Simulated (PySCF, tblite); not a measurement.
Compound: C₆H₁₀F₂S.
Geometry (GFN2-xTB, Å), atoms numbered from 1 in this order:
```xyz
19
C6H10F2S angstrom
C      2.660    0.064   -1.812
S      2.017   -0.096   -0.123
C      0.259    0.002   -0.255
C     -0.482    0.144   -1.347
F     -0.003    0.243   -2.605
C     -0.392   -0.105    1.108
C     -1.300   -1.332    1.209
C     -1.154    1.174    1.467
F     -2.266    1.338    0.679
H      2.302   -0.757   -2.424
H      2.363    1.019   -2.233
H      3.741    0.017   -1.715
H     -1.558    0.206   -1.333
H      0.413   -0.199    1.845
H     -2.152   -1.232    0.543
H     -1.666   -1.441    2.227
H     -0.749   -2.228    0.939
H     -0.531    2.062    1.321
H     -1.512    1.132    2.501
```

Jobs on this species (19 atoms, 80 electrons) with PySCF (density fitting) and tblite. Hardware of each: one thread of an Arm Neoverse V1, shared host. Other jobs ran on the host; a repeat could differ by tens of per cent or more.

```tsv
level and settings	work	basis functions	SCF cycles	wall time
PBE0/pcSseg-1	shieldings, charges and field gradients	210	?	?
GFN2-xTB	L-BFGS relaxation	–	–	1.4 s
GFN2-xTB	Hessian by finite differences	–	–	0.8 s
```

Question: Fill in the missing figures.

Answer: 
- PBE0/pcSseg-1; shieldings, charges and field gradients: 40 s, 14 SCF cycles

Question: What do all jobs in the table cost together?

Answer: About 42 s; the longest takes about 95 % of that, and about 50 times as long as the shortest.
